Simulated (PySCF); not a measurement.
C$_{6}$H$_{12}$O, charge +1, doublet, at a GFN2-xTB geometry (a state made from the parent by changing its charge; the spin is typed, not shown lowest), with bond 11-2 at 1.6 times its length; PBE0/3-21G (PySCF).

Here is a job for PySCF.
```python
from pyscf import gto, scf, dft

mol = gto.Mole()
mol.atom = '''
    C    -1.959107   -1.591454    0.525862
    C    -0.989399   -0.383712    0.621732
    C    -1.684457    0.866023    0.164280
    C     0.224291   -0.714087   -0.246666
    C     1.193854    0.457919   -0.316915
    C     2.615348    0.050292   -0.535529
    O     0.842531    1.597937   -0.218175
    H    -1.458325   -2.493957    0.863528
    H    -2.815826   -1.396787    1.164524
    H    -2.307285   -1.736582   -0.493078
    H    -0.491035   -0.225030    2.292505
    H    -2.123817    0.769434   -0.827635
    H    -2.418470    1.231619    0.879041
    H    -0.904258    1.664198    0.085365
    H    -0.079363   -0.888359   -1.286040
    H     0.737500   -1.608261    0.106628
    H     3.028020   -0.245912    0.431389
    H     3.188710    0.895719   -0.911745
    H     2.687615   -0.799956   -1.209136
'''
mol.basis = '3-21g'
mol.charge = 1
mol.spin = 1
mol.verbose = 4
mol.build()

mf = dft.UKS(mol)
mf.xc = 'pbe0'
mf.diis = False
mf.max_cycle = 100
mf.kernel()
```

Task: What does PySCF print? Leave out banner, timings and long lists.

Result: 
```
PySCF version 2.14.0

[INPUT] verbose = 4
[INPUT] num. atoms = 19
[INPUT] num. electrons = 55
[INPUT] charge = 1
[INPUT] spin (= nelec alpha-beta = 2S) = 1
[INPUT] symmetry False subgroup None
[INPUT] Mole.unit = angstrom
[INPUT] Symbol           X                Y                Z      unit          X                Y                Z       unit  Magmom
[...]
nuclear repulsion = 315.413197532531
number of shells = 59
number of NR pGTOs = 141
number of NR cGTOs = 87
basis = 3-21g
ecp = {}

******** <class 'pyscf.dft.uks.UKS'> ********
method = UKS
initial guess = minao
damping factor = 0
level_shift factor = 0
DIIS disabled
SCF conv_tol = 1e-09
SCF conv_tol_grad = None
SCF max_cycles = 100
direct_scf = True
direct_scf_tol = 1e-13
number electrons alpha = 28  beta = 27
XC library pyscf.dft.libxc version 7.1.2
    S. Lehtola, C. Steigemann, M. J. T. Oliveira, and M. A. L. Marques,  SoftwareX 7, 1–5 (2018)
XC functionals = pbe0
    C. Adamo and V. Barone,  J. Chem. Phys. 110, 6158 (1999)
    M. Ernzerhof and G. E. Scuseria,  J. Chem. Phys. 110, 5029 (1999)
radial grids:
    Treutler-Ahlrichs [JCP 102, 346 (1995); DOI:10.1063/1.469408] (M4) radial grids

becke partition: Becke, JCP 88, 2547 (1988); DOI:10.1063/1.454033
pruning grids: <function nwchem_prune>
grids dens level: 3
symmetrized grids: False
atomic radii adjust function: <function treutler_atomic_radii_adjust>
small_rho_cutoff = 0
Set gradient conv threshold to 3.16228e-05
tot grids = 216488
init E= -309.361191639757

cycle= 1 E= -308.437538554126  delta_E= 0.924  |g|= 0.549  |ddm|= 2.81
cycle= 2 E= -306.813510117553  delta_E= 1.62  |g|= 1.68  |ddm|= 2.24
cycle= 3 E= -303.398249236933  delta_E= 3.42  |g|= 3.06  |ddm|=  3.7
cycle= 4 E= -263.911047745231  delta_E= 39.5  |g|= 5.27  |ddm|= 17.4

cycle= 5 E= -171.078558318666  delta_E= 92.8  |g|= 7.42  |ddm|= 25.1

cycle= 6 E= -137.215277051473  delta_E= 33.9  |g|= 6.94  |ddm|=   30

cycle= 7 E= -103.872593195025  delta_E= 33.3  |g|= 7.47  |ddm|= 31.5
cycle= 8 E= -78.9545664825351  delta_E= 24.9  |g|= 7.29  |ddm|=   39
cycle= 9 E= -76.8361058627226  delta_E= 2.12  |g|= 7.15  |ddm|= 48.7
cycle= 10 E= -77.2307582654202  delta_E= -0.395  |g|= 7.29  |ddm|= 52.6
cycle= 11 E= -77.1110606669733  delta_E= 0.12  |g|= 7.12  |ddm|= 52.6
cycle= 12 E= -76.9045862635613  delta_E= 0.206  |g|=  7.3  |ddm|= 52.9
cycle= 13 E= -77.4216992699322  delta_E= -0.517  |g|= 7.08  |ddm|= 52.9
cycle= 14 E= -76.6250997718585  delta_E= 0.797  |g|=  7.3  |ddm|= 53.1
cycle= 15 E= -77.6427655726205  delta_E= -1.02  |g|= 7.05  |ddm|= 53.1
cycle= 16 E= -76.4426358136088  delta_E=  1.2  |g|= 7.29  |ddm|= 53.2
cycle= 17 E= -77.7734774773728  delta_E= -1.33  |g|= 7.04  |ddm|= 53.3
cycle= 18 E= -76.3410549014926  delta_E= 1.43  |g|= 7.28  |ddm|= 53.3

cycle= 19 E= -77.8418680379983  delta_E= -1.5  |g|= 7.03  |ddm|= 53.3
cycle= 20 E= -76.2897223988024  delta_E= 1.55  |g|= 7.28  |ddm|= 53.4

cycle= 21 E= -77.8752719851365  delta_E= -1.59  |g|= 7.02  |ddm|= 53.4
cycle= 22 E= -76.265090851701  delta_E= 1.61  |g|= 7.28  |ddm|= 53.4

cycle= 23 E= -77.8910266020106  delta_E= -1.63  |g|= 7.02  |ddm|= 53.4
cycle= 24 E= -76.2535720307813  delta_E= 1.64  |g|= 7.28  |ddm|= 53.4

cycle= 25 E= -77.8983332949313  delta_E= -1.64  |g|= 7.02  |ddm|= 53.4
cycle= 26 E= -76.24825096194  delta_E= 1.65  |g|= 7.27  |ddm|= 53.4

cycle= 27 E= -77.9016954731462  delta_E= -1.65  |g|= 7.02  |ddm|= 53.4
cycle= 28 E= -76.245806941462  delta_E= 1.66  |g|= 7.27  |ddm|= 53.4

cycle= 29 E= -77.9032369735917  delta_E= -1.66  |g|= 7.02  |ddm|= 53.4
cycle= 30 E= -76.2446873398985  delta_E= 1.66  |g|= 7.27  |ddm|= 53.4

cycle= 31 E= -77.9039425469428  delta_E= -1.66  |g|= 7.02  |ddm|= 53.4
cycle= 32 E= -76.2441750742672  delta_E= 1.66  |g|= 7.27  |ddm|= 53.4

cycle= 33 E= -77.9042652542814  delta_E= -1.66  |g|= 7.02  |ddm|= 53.4
cycle= 34 E= -76.2439408210193  delta_E= 1.66  |g|= 7.27  |ddm|= 53.4

cycle= 35 E= -77.9044127989879  delta_E= -1.66  |g|= 7.02  |ddm|= 53.4
[...]

cycle= 47 E= -77.9045359011192  delta_E= -1.66  |g|= 7.02  |ddm|= 53.4
cycle= 48 E= -76.2437443784083  delta_E= 1.66  |g|= 7.27  |ddm|= 53.4

cycle= 49 E= -77.9045365162088  delta_E= -1.66  |g|= 7.02  |ddm|= 53.4
cycle= 50 E= -76.243743931981  delta_E= 1.66  |g|= 7.27  |ddm|= 53.4

cycle= 51 E= -77.9045367973566  delta_E= -1.66  |g|= 7.02  |ddm|= 53.4
cycle= 52 E= -76.2437437279538  delta_E= 1.66  |g|= 7.27  |ddm|= 53.4

cycle= 53 E= -77.9045369258588  delta_E= -1.66  |g|= 7.02  |ddm|= 53.4
cycle= 54 E= -76.2437436346523  delta_E= 1.66  |g|= 7.27  |ddm|= 53.4

cycle= 55 E= -77.9045369845928  delta_E= -1.66  |g|= 7.02  |ddm|= 53.4
cycle= 56 E= -76.243743592036  delta_E= 1.66  |g|= 7.27  |ddm|= 53.4

cycle= 57 E= -77.9045370114333  delta_E= -1.66  |g|= 7.02  |ddm|= 53.4
cycle= 58 E= -76.2437435725514  delta_E= 1.66  |g|= 7.27  |ddm|= 53.4

cycle= 59 E= -77.9045370237129  delta_E= -1.66  |g|= 7.02  |ddm|= 53.4
cycle= 60 E= -76.243743563649  delta_E= 1.66  |g|= 7.27  |ddm|= 53.4

cycle= 61 E= -77.904537029318  delta_E= -1.66  |g|= 7.02  |ddm|= 53.4
cycle= 62 E= -76.2437435595745  delta_E= 1.66  |g|= 7.27  |ddm|= 53.4

cycle= 63 E= -77.9045370318809  delta_E= -1.66  |g|= 7.02  |ddm|= 53.4
cycle= 64 E= -76.2437435577147  delta_E= 1.66  |g|= 7.27  |ddm|= 53.4

cycle= 65 E= -77.9045370330529  delta_E= -1.66  |g|= 7.02  |ddm|= 53.4
cycle= 66 E= -76.2437435568691  delta_E= 1.66  |g|= 7.27  |ddm|= 53.4

cycle= 67 E= -77.904537033587  delta_E= -1.66  |g|= 7.02  |ddm|= 53.4
cycle= 68 E= -76.2437435564778  delta_E= 1.66  |g|= 7.27  |ddm|= 53.4

cycle= 69 E= -77.9045370338355  delta_E= -1.66  |g|= 7.02  |ddm|= 53.4
cycle= 70 E= -76.2437435562961  delta_E= 1.66  |g|= 7.27  |ddm|= 53.4

cycle= 71 E= -77.9045370339441  delta_E= -1.66  |g|= 7.02  |ddm|= 53.4
cycle= 72 E= -76.2437435562139  delta_E= 1.66  |g|= 7.27  |ddm|= 53.4

cycle= 73 E= -77.9045370339977  delta_E= -1.66  |g|= 7.02  |ddm|= 53.4
cycle= 74 E= -76.2437435561797  delta_E= 1.66  |g|= 7.27  |ddm|= 53.4

cycle= 75 E= -77.9045370340162  delta_E= -1.66  |g|= 7.02  |ddm|= 53.4
cycle= 76 E= -76.2437435561612  delta_E= 1.66  |g|= 7.27  |ddm|= 53.4

cycle= 77 E= -77.9045370340279  delta_E= -1.66  |g|= 7.02  |ddm|= 53.4
cycle= 78 E= -76.2437435561549  delta_E= 1.66  |g|= 7.27  |ddm|= 53.4

cycle= 79 E= -77.9045370340339  delta_E= -1.66  |g|= 7.02  |ddm|= 53.4
cycle= 80 E= -76.2437435561502  delta_E= 1.66  |g|= 7.27  |ddm|= 53.4

cycle= 81 E= -77.904537034037  delta_E= -1.66  |g|= 7.02  |ddm|= 53.4
cycle= 82 E= -76.2437435561462  delta_E= 1.66  |g|= 7.27  |ddm|= 53.4

cycle= 83 E= -77.9045370340382  delta_E= -1.66  |g|= 7.02  |ddm|= 53.4
cycle= 84 E= -76.243743556144  delta_E= 1.66  |g|= 7.27  |ddm|= 53.4

cycle= 85 E= -77.9045370340372  delta_E= -1.66  |g|= 7.02  |ddm|= 53.4
cycle= 86 E= -76.2437435561533  delta_E= 1.66  |g|= 7.27  |ddm|= 53.4

cycle= 87 E= -77.9045370340395  delta_E= -1.66  |g|= 7.02  |ddm|= 53.4
cycle= 88 E= -76.2437435561449  delta_E= 1.66  |g|= 7.27  |ddm|= 53.4

cycle= 89 E= -77.9045370340346  delta_E= -1.66  |g|= 7.02  |ddm|= 53.4
cycle= 90 E= -76.2437435561453  delta_E= 1.66  |g|= 7.27  |ddm|= 53.4

cycle= 91 E= -77.9045370340354  delta_E= -1.66  |g|= 7.02  |ddm|= 53.4
cycle= 92 E= -76.2437435561467  delta_E= 1.66  |g|= 7.27  |ddm|= 53.4

cycle= 93 E= -77.9045370340376  delta_E= -1.66  |g|= 7.02  |ddm|= 53.4
cycle= 94 E= -76.2437435561464  delta_E= 1.66  |g|= 7.27  |ddm|= 53.4

cycle= 95 E= -77.9045370340431  delta_E= -1.66  |g|= 7.02  |ddm|= 53.4
cycle= 96 E= -76.2437435561476  delta_E= 1.66  |g|= 7.27  |ddm|= 53.4

cycle= 97 E= -77.9045370340395  delta_E= -1.66  |g|= 7.02  |ddm|= 53.4
cycle= 98 E= -76.2437435561444  delta_E= 1.66  |g|= 7.27  |ddm|= 53.4

cycle= 99 E= -77.9045370340403  delta_E= -1.66  |g|= 7.02  |ddm|= 53.4
cycle= 100 E= -76.2437435561426  delta_E= 1.66  |g|= 7.27  |ddm|= 53.4
SCF not converged.
SCF energy = -76.2437435561426 after 100 cycles  <S^2> = 0.75000793  2S+1 = 2.0000079
```

The run did not converge; its last values are not results.
